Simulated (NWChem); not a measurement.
Everything below was run with NWChem. System: HClPbS, charge 0, spin multiplicity 1, at a geometry optimised with PBE0/def2-SVP with def2 effective core potentials on Pb. The structure started from a generated list of species. Level: RHF/def2-TZVPP with def2 effective core potentials on Pb.

The NWChem input:

```
start mol
memory heap 200 mb stack 900 mb global 1100 mb
geometry units angstroms nocenter noautoz
  Pb    -0.232526     0.427245     0.000000
  Cl    -1.124382    -1.892593     0.000000
  S      2.221896    -0.244147     0.000000
  H      2.631301     1.046386     0.000000
  symmetry group Cs
end
basis spherical
  * library def2-tzvpp
end
ecp
  Pb library def2-ecp
end
scf
  rhf
  nopen 0
  maxiter 100
  thresh 1e-7
  semidirect memsize 60000000 filesize 0
end
task scf energy
```

Part of the output:

```
             Northwest Computational Chemistry Package (NWChem) 7.3.0
             --------------------------------------------------------

                                NWChem Input Module
                                -------------------

 Scaling coordinates for geometry "geometry" by  1.889725989
 (inverse scale =  0.529177249)

 Turning off AUTOSYM since
 SYMMETRY directive was detected!

                             Geometry "geometry" -> ""
                             -------------------------

 Output coordinates in angstroms (scale by  1.889725989 to convert to a.u.)

  No.       Tag          Charge          X              Y              Z
 ---- ---------------- ---------- -------------- -------------- --------------
    1 Pb                  82.0000    -0.23252600     0.42724500     0.00000000
    2 Cl                  17.0000    -1.12438200    -1.89259300     0.00000000
    3 S                   16.0000     2.22189600    -0.24414700     0.00000000
    4 H                    1.0000     2.63130100     1.04638600     0.00000000

 Effective nuclear repulsion energy (a.u.)     631.1874613143

            Nuclear Dipole moment (a.u.)
            ----------------------------
        X                 Y               Z
 ---------------- ---------------- ----------------
     0.0000207870     0.0000812582     0.0000000000

      Symmetry information
      --------------------

 Group name             Cs
 Group number              2
 Group order               2
 No. of unique centers     4

      Symmetry unique atoms

     1    2    3    4


 Summary of "ao basis" -> "" (spherical)
 ------------------------------------------------------------------------------
       Tag                 Description            Shells   Functions and Types
 ---------------- ------------------------------  ------  ---------------------
 *                         def2-tzvpp                 on all atoms

 Summary of "ao basis" -> "ao basis" (spherical)
 ------------------------------------------------------------------------------
       Tag                 Description            Shells   Functions and Types
[...]
     5      0.307773  1 Pb s                  3     -0.255714  1 Pb s
   110      0.252057  3 S  px                66     -0.191239  2 Cl py
    10      0.174861  1 Pb px                17      0.175268  1 Pb py
    16     -0.172944  1 Pb px                11     -0.164582  1 Pb py

 Vector   29  Occ=0.000000D+00  E=-1.081177D-02  Symmetry=a"
              MO Center= -2.1D-01,  4.9D-01, -1.5D-13, r^2= 5.1D+00
   Bfn.  Coefficient  Atom+Function         Bfn.  Coefficient  Atom+Function
  ----- ------------  ---------------      ----- ------------  ---------------
    21      0.564716  1 Pb pz                18      0.427855  1 Pb pz
    12     -0.341154  1 Pb pz               112     -0.240075  3 S  pz
    15      0.238114  1 Pb pz                70     -0.180290  2 Cl pz

 Vector   30  Occ=0.000000D+00  E= 5.505196D-02  Symmetry=a'
              MO Center= -2.5D-01,  7.6D-01, -9.9D-13, r^2= 7.1D+00
   Bfn.  Coefficient  Atom+Function         Bfn.  Coefficient  Atom+Function
  ----- ------------  ---------------      ----- ------------  ---------------
    20      0.707196  1 Pb py                19      0.692555  1 Pb px
    55      0.327808  2 Cl s                 97     -0.242444  3 S  s
     5     -0.211971  1 Pb s                111     -0.188257  3 S  py
    10     -0.177301  1 Pb px                11     -0.176424  1 Pb py
    14      0.172441  1 Pb py                13      0.156806  1 Pb px

 Vector   31  Occ=0.000000D+00  E= 6.593510D-02  Symmetry=a'
              MO Center= -5.0D-01,  7.8D-01, -5.8D-14, r^2= 8.1D+00
   Bfn.  Coefficient  Atom+Function         Bfn.  Coefficient  Atom+Function
  ----- ------------  ---------------      ----- ------------  ---------------
    19      0.894620  1 Pb px                20     -0.751445  1 Pb py
    97     -0.442677  3 S  s                110      0.443032  3 S  px
     5      0.374047  1 Pb s                137     -0.281452  4 H  s
     6      0.279291  1 Pb s                 68     -0.218344  2 Cl px
     3     -0.205863  1 Pb s                111      0.197246  3 S  py

 center of mass
 --------------
 x =  -0.09579810 y =   0.10905745 z =   0.00000000

 moments of inertia (a.u.)
 ------------------
         590.329797540134        -142.808128806750           0.000000000000
        -142.808128806750         784.073685823481           0.000000000000
           0.000000000000           0.000000000000        1374.403483363615

  Mulliken analysis of the total density
  --------------------------------------

    Atom       Charge   Shell Charges
 -----------   ------   -------------------------------------------------------
    1 Pb  22    21.14   0.07 -0.59  1.78  0.76  1.14  0.71 -0.62  6.55  0.42  0.66  0.09  9.12  0.89  0.12  0.04  0.00
    2 Cl  17    17.51   2.01  0.45  1.52  1.07  0.91  4.18  1.69  1.06  2.86  1.74  0.00  0.00  0.02  0.00
    3 S   16    16.41   2.01  0.49  1.48  1.04  0.82  4.18  1.69  0.87  2.37  1.38  0.00  0.02  0.05  0.00
    4 H    1     0.94   0.23  0.52  0.14  0.01  0.05  0.00

       Multipole analysis of the density wrt the origin
       ------------------------------------------------

     L   x y z        total         open         nuclear
     -   - - -        -----         ----         -------
     0   0 0 0      0.000000      0.000000     56.000000

     1   1 0 0     -0.360954      0.000000     26.364646
     1   0 1 0      2.027327      0.000000    -48.442478
     1   0 0 1     -0.000000      0.000000      0.000000

     2   2 0 0    -45.219545      0.000000    387.797553
     2   1 1 0     -0.446621      0.000000    100.219076
     2   1 0 1      0.000000      0.000000      0.000000
     2   0 2 0    -43.262983      0.000000    239.107505
     2   0 1 1     -0.000000      0.000000      0.000000
     2   0 0 2    -39.013501      0.000000      0.000000

 Task  times  cpu:        6.8s     wall:        6.8s

 Total times  cpu:        6.8s     wall:        6.8s
```
